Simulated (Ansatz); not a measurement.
`C[Si](C)(F)[AlH2]`, charge 0, multiplicity 1.

**Question.** Give a relaxed structure at PBE0-D4/def2-TZVP (Ansatz 0.2.0). (Estimate.)

**Answer.** The calculation gave: 
```xyz
13

C    -1.1781    0.1652    1.3375
Si   -0.3232   -0.1064   -0.3028
C     0.7770   -1.6121   -0.1960
F    -1.4851   -0.4530   -1.3829
Al    0.8297    1.9242   -1.1486
H    -1.7319   -0.7310    1.6331
H    -1.8807    1.0001    1.2899
H    -0.4480    0.3831    2.1228
H     1.5790   -1.4465    0.5294
H     1.2416   -1.8407   -1.1578
H     0.2046   -2.4874    0.1249
H     2.3826    1.9162   -1.5046
H     0.0326    3.2883   -1.3450
```
This is one stationary point; other conformers may exist.
